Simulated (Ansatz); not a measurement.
Spin states of HOOs (SMILES [OH][Os]), each relaxed with B3LYP-D3(BJ)/def2-TZVP.
State 1 (charge 0, multiplicity 4):
```
atom    x (Å)    y (Å)    z (Å)
----  -------  -------  -------
Os    -0.9344  -0.6505  -0.8121
O      0.4451  -0.1311   0.3002
H      0.4562   0.8290   0.4415
```
State 2 (charge 0, multiplicity 6):
```xyz
3

Os    -1.019    -0.766    -0.892
O      0.402    -0.048     0.279
H      0.584     0.862     0.542
```

Singlets are restricted, other states unrestricted; no spin–orbit coupling, no relativity up to Kr; see below for the cores. The largest T1 diagnostic is 0.111.

The values were computed with Ansatz (Gaussian orbitals). Values without a source in brackets are computed. In def2 rows elements past Kr take small-core potentials, without spin–orbit coupling.

Question: One of these levels gives 10.40 kcal/mol for the energy of the multiplicity-6 state less that of the multiplicity-4 state. Which one is it?
A) CAM-B3LYP/def2-TZVPP
B) BHLYP/def2-TZVPP
C) PBE/def2-TZVPP
D) B97M-V/def2-TZVPP

Answer: B, BHLYP/def2-TZVPP. The others give 16.44 (PBE/def2-TZVPP), 12.73 (B97M-V/def2-TZVPP), 14.27 (CAM-B3LYP/def2-TZVPP)

Ansatz is an electronic-structure program.
